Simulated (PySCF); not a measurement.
Isomers of C6H11F2N, one GFN2-xTB conformer each. Single-point energies are computed at PBE0/pcSseg-1 (PySCF, gas phase, no added dispersion term), electronic only.

**Question.** Rank them by PBE0/pcSseg-1 energy, lowest first (kcal/mol).
A. `[CH3:1][CH:2]([CH3:3])[C@@:4]1([CH:5]([F:6])[F:7])[CH2:8][NH:9]1` with C1–C2–C4–C5 56°, C2–C4–C5–F6 -81°
B. `[CH3:1][CH2:2][C@@:3]1([CH:4]([F:5])[F:6])[CH2:7][CH2:8][NH:9]1` with C1–C2–C3–C4 68°, C2–C3–C4–F5 -179°, C2–C3–C7–C8 125°, C3–C7–C8–N9 -9°, C7–C8–N9–C3 10°, C2–C3–N9–C8 -128°
C. `[CH2:1]=[C:2]([CH3:3])[C@@H:4]([NH:5][CH3:6])[CH:7]([F:8])[F:9]` with C1–C2–C4–N5 128°, C2–C4–N5–C6 -70°, C2–C4–C7–F8 172°

**Answer.** B (0.0), C (2.4), A (3.7).

As drawn, the lowest has a four-membered ring, which the highest lacks; the highest has a three-membered ring, which the lowest lacks. Neighbours under 2.5 kcal/mol apart (CC[C@@]1(C(F)F)CCN1 and C=C(C)[C@@H](NC)C(F)F; C=C(C)[C@@H](NC)C(F)F and CC(C)[C@@]1(C(F)F)CN1) can change places with a better method, another conformer or zero-point energy. GFN2-xTB itself gives, in the same order: 0.0, 10.8, 5.1. Both levels put the same isomer lowest; measured from each level's own lowest isomer, the values differ by up to 8.4 kcal/mol (C=C(C)[C@@H](NC)C(F)F: 10.8 against 2.4).

**Question.** Which frontier levels, dipoles and rotational constants go with these structures?

**Answer.** 
```json
{"SMILES": "CC[C@@]1(C(F)F)CCN1", "HOMO (eV, PBE0/pcSseg-1)": "-6.72", "LUMO (eV)": "1.47", "dipole (D)": "0.94", "A, B, C (MHz)": "1803, 1671, 1142"}
{"SMILES": "C=C(C)[C@@H](NC)C(F)F", "HOMO (eV, PBE0/pcSseg-1)": "-6.93", "LUMO (eV)": "0.17", "dipole (D)": "1.94", "A, B, C (MHz)": "1830, 1377, 974.4"}
{"SMILES": "CC(C)[C@@]1(C(F)F)CN1", "HOMO (eV, PBE0/pcSseg-1)": "-7.27", "LUMO (eV)": "1.35", "dipole (D)": "1.92", "A, B, C (MHz)": "2056, 1381, 1161"}
```
